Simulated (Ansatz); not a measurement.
Na₂S₂⁻ (the lowest doublet isomer of a short search), 4 atoms. Hardware: 2 threads of Arm Neoverse V2 on a shared host.

Correlated methods freeze 12 core orbitals; core or outer-core shells of Na are correlated, in sets that lack core-valence functions.

(1) How many basis functions does each of these Ansatz runs have, and roughly what does it cost? PBE-D4/def2-SVPD, charge -1 doublet, energy, from earlier orbitals; HSE06-D4/def2-TZVPD, charge -1 quartet, energy, from earlier orbitals; r2SCANh-D4/def2-TZVPD, charge -1 quartet, energy, from earlier orbitals; CCSD(T)/def2-TZVPD, charge -1 doublet, energy, from earlier orbitals; CAM-B3LYP-D4/def2-TZVPD, charge 0 singlet at the geometry of the charge -1 doublet, energy, from earlier orbitals; r2SCAN0-D4/def2-TZVPD, charge -1 doublet, energy, from earlier orbitals; ωB97X-V/def2-TZVPD, charge -1 quartet, energy, from earlier orbitals; r2SCAN-D4/def2-TZVPD, charge -1 doublet, energy and forces, from earlier orbitals; BLYP-D4/def2-TZVPD, charge -1 doublet, energy and forces, from earlier orbitals; PBE0-D4/def2-TZVPD, charge -1 doublet, energy, from earlier orbitals; BHLYP-D4/def2-TZVPD, charge -1 doublet, energy, from earlier orbitals; LC-ωPBE (ω = 0.10 bohr⁻¹)/def2-TZVPD, charge -1 quartet, energy, from earlier orbitals.

Results:

(1) Other jobs shared the machine, so times can vary by a factor of up to 3. A dash marks memory too small to be measured apart from the calling script's.

| run | functions | fitting or Cholesky vectors | wall time | peak host memory (GiB) |
| --- | --- | --- | --- | --- |
| PBE-D4/def2-SVPD, charge -1 doublet, energy, from earlier orbitals | 90 | 930 | 3.2 s | – |
| CAM-B3LYP-D4/def2-TZVPD, charge 0 singlet at the geometry of the charge -1 doublet, energy, from earlier orbitals | 162 | 1228 | 10 s | 0.6 |
| BLYP-D4/def2-TZVPD, charge -1 doublet, energy and forces, from earlier orbitals | 162 | 1222 | 12 s | – |
| HSE06-D4/def2-TZVPD, charge -1 quartet, energy, from earlier orbitals | 162 | 1290 | 15 s | 0.82 |
| PBE0-D4/def2-TZVPD, charge -1 doublet, energy, from earlier orbitals | 162 | 1290 | 15 s | 0.78 |
| LC-ωPBE (ω = 0.10 bohr⁻¹)/def2-TZVPD, charge -1 quartet, energy, from earlier orbitals | 162 | 1222 | 20 s | – |
| BHLYP-D4/def2-TZVPD, charge -1 doublet, energy, from earlier orbitals | 162 | 1374 | 23 s | 0.81 |
| r2SCAN-D4/def2-TZVPD, charge -1 doublet, energy and forces, from earlier orbitals | 162 | 1222 | 26 s | – |
| r2SCANh-D4/def2-TZVPD, charge -1 quartet, energy, from earlier orbitals | 162 | 1222 | 29 s | 0.85 |
| r2SCAN0-D4/def2-TZVPD, charge -1 doublet, energy, from earlier orbitals | 162 | 1290 | 38 s | 0.87 |
| ωB97X-V/def2-TZVPD, charge -1 quartet, energy, from earlier orbitals | 162 | 1228 | 70 s | 1.1 |
| CCSD(T)/def2-TZVPD, charge -1 doublet, energy, from earlier orbitals | 162 | 1168 | 4.4 min | 3.5 |
